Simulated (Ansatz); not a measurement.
Cartesian coordinates in Å:
```
O -0.215 -3.211 0.640
Si 0.233 -1.928 1.560
C 0.069 -0.358 0.633
C -0.062 0.679 0.014
Ge -0.228 2.305 -0.969
O 0.165 1.991 -2.672
H -1.074 -3.180 0.216
H 1.649 -2.153 1.916
H -0.602 -1.795 2.781
H 0.741 3.331 -0.362
H -1.679 2.786 -0.980
H 1.003 1.534 -2.778
```

Total charge 0; spin multiplicity 1.

Q: List the PBE/def2-TZVPP orbital energies in eV (Ansatz 0.2.0). (An estimate is asked.)

A: Computed: Occupied: -10805.18, -1780.36, -1338.48, -1191.90, -1191.89, -1191.89, -510.53, -510.27, -269.20, -268.94, -163.13, -138.01, -114.60, -114.57, -114.53, -94.77, -94.74, -94.71, -30.55, -30.42, -30.37, -30.34, -30.33, -25.29, -24.54, -18.55, -14.90, -14.30, -12.52, -11.73, -10.12, -9.56, -9.48, -9.24, -8.51, -8.36, -7.68, -7.24, -7.17, -6.97. Lowest empty: -1.92, -1.57, -0.18, 0.15, 0.51, 0.72, 0.86, 1.31.
